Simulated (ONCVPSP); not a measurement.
**aluminium ONCV: all-electron and pseudo phase curves**

```json
{"Element": "Al (Z = 13)", "Generator": "ONCVPSP 4.0.1", "Type": "optimised norm-conserving Vanderbilt (ONCV)", "Functional": "PBE", "Relativity": "scalar-relativistic", "Frozen core": "[Ne]", "Valence charge": "3", "Reference configuration": "3s1.5 3p1.5", "Partial waves": "3s: rc 2.25 bohr, ncon 5, nbas 8, qcut 2.8 1/bohr, 1 projector; 3p: rc 2.05 bohr, ncon 3, nbas 7, qcut 4.1 1/bohr, 2 projectors, debl 2 Ha", "Local potential": "polynomial inside 1.45 bohr (lpopt 1, dvloc0 0 Ha)", "Core correction": "none"}
```

The phase is arctan(r·R′/R) of the radial function R(r), unwrapped; energies in Ha, scanned from -2 to 5 Ha. A pole is an energy at which the radial function vanishes at the test radius. The pseudo phase is shifted by a multiple of π to meet the all-electron one at the reference energy, and phase errors are pseudo minus all-electron; the curves can meet again beyond the range given. Levels narrower than the energy grid can be missing from the lists of poles.

| channel | radius (bohr) | reference energy (Ha) | poles, all-electron | poles, pseudo | unbroken range about the reference energy with phases within 0.05 rad | phase error 1 Ha above the reference energy (rad) |
| --- | --- | --- | --- | --- | --- | --- |
| s | 2.28 | -0.30 | 0.79 | 0.61, 1.75 | below 0.6 | -0.065 |
| p | 2.08 | -0.11 | 1.66 | 1.66 | below 3.2 | -0.001 |

Note: no bound ghost flagged; GHOST(+) flagged for s at 33.6 eV.

Phases in the s channel:

```json
{"E (Ha)": "-1.98", "all-electron": "1.213", "pseudo": "1.209"}
{"E (Ha)": "-1.62", "all-electron": "1.131", "pseudo": "1.125"}
{"E (Ha)": "-1.26", "all-electron": "0.977", "pseudo": "0.969"}
{"E (Ha)": "-0.90", "all-electron": "0.604", "pseudo": "0.592"}
{"E (Ha)": "-0.54", "all-electron": "-0.342", "pseudo": "-0.348"}
{"E (Ha)": "-0.18", "all-electron": "-1.092", "pseudo": "-1.093"}
{"E (Ha)": "0.18", "all-electron": "-1.370", "pseudo": "-1.380"}
{"E (Ha)": "0.54", "all-electron": "-1.506", "pseudo": "-1.542"}
{"E (Ha)": "0.90", "all-electron": "-1.597", "pseudo": "-1.766"}
{"E (Ha)": "1.26", "all-electron": "-1.677", "pseudo": "-4.392"}
{"E (Ha)": "1.62", "all-electron": "-1.771", "pseudo": "-4.675"}
{"E (Ha)": "1.98", "all-electron": "-1.921", "pseudo": "-4.767"}
{"E (Ha)": "2.34", "all-electron": "-2.284", "pseudo": "-4.845"}
{"E (Ha)": "2.70", "all-electron": "-3.377", "pseudo": "-4.948"}
{"E (Ha)": "3.06", "all-electron": "-4.168", "pseudo": "-5.142"}
{"E (Ha)": "3.42", "all-electron": "-4.412", "pseudo": "-5.740"}
{"E (Ha)": "3.78", "all-electron": "-4.520", "pseudo": "-7.002"}
{"E (Ha)": "4.14", "all-electron": "-4.583", "pseudo": "-7.463"}
{"E (Ha)": "4.50", "all-electron": "-4.627", "pseudo": "-7.621"}
{"E (Ha)": "4.86", "all-electron": "-4.659", "pseudo": "-7.700"}
```
